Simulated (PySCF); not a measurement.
Screening by computed properties: pick the candidate that meets the target.

Species are written as SMILES; each is one conformer at its optimised geometry, gas phase, non-relativistic unless stated; the electronic structure was computed with PySCF and density fitting.

Dipoles, sizes and rotational constants follow the conformer. The torsions of the flexible species, by atom-mapped SMILES:
- `[NH2:1][C:2]1=[CH:3][C@@H:4]([NH2:5])[CH:6][CH:7]=[CH:8]1`: H–N1–C2–C3 157°, H–N1–C2–C3 22°, H–N5–C4–C3 63°, H–N5–C4–C3 -54°
- `[H]/[C:1]=[CH:2]\[CH2:3][C:4](=[N:5]/[H])/[CH:6]=[N:7]\[CH3:8]`: C1–C2–C3–C4 111°, C2–C3–C4–N5 92°, C3–C4–C6–N7 -125°
- `[CH3:1][C:2]([O-:3])[c:4]1[cH:5][cH:6][nH:7][cH:8]1`: C1–C2–C4–C5 179°
- `[CH2:1][C@@H:2]([CH3:3])/[N:4]=[CH:5]\[CH2:6][C:7]#[N:8]`: C1–C2–N4–C5 134°, N4–C5–C6–C7 173°
- `[H]/[N:5]=[C:4]([CH:3][CH:2]=[CH2:1])/[CH:6]=[N:7]\[CH3:8]`: C1–C2–C3–C4 180°, C2–C3–C4–N5 -176°, C3–C4–C6–N7 -95°

**Question.** Wanted: smallest rotational constant below 0.9 GHz (GFN2-xTB) and isotropic g value below 2.0035 (unrestricted B3LYP/pcH-1, mean-field spin–orbit), at GFN2-xTB geometries. Which candidate meets both?
A. `C(#N)C/C=N\[C@@H]([CH2])C` [radical]
B. `[H]/N=C([CH]C=C)/C=N\C` [radical]
C. `[H]/[C]=C\CC(/C=N\C)=N/[H]` [radical]
D. `NC1=C[C@@H](N)[CH]C=C1` [radical]
E. `C[C]([O-])c1cc[nH]c1` [radical]

**Answer.** A. Computed values:
```csv
species,smallest rotational constant,isotropic g value
C(#N)C/C=N\[C@@H]([CH2])C [radical],0.834 GHz,2.00256
[H]/[C]=C\CC(/C=N\C)=N/[H] [radical],1.019 GHz,2.00221
[H]/N=C([CH]C=C)/C=N\C [radical],1.101 GHz,2.00315
C[C]([O-])c1cc[nH]c1 [radical],1.173 GHz,2.00382
NC1=C[C@@H](N)[CH]C=C1 [radical],1.294 GHz,2.00242
```
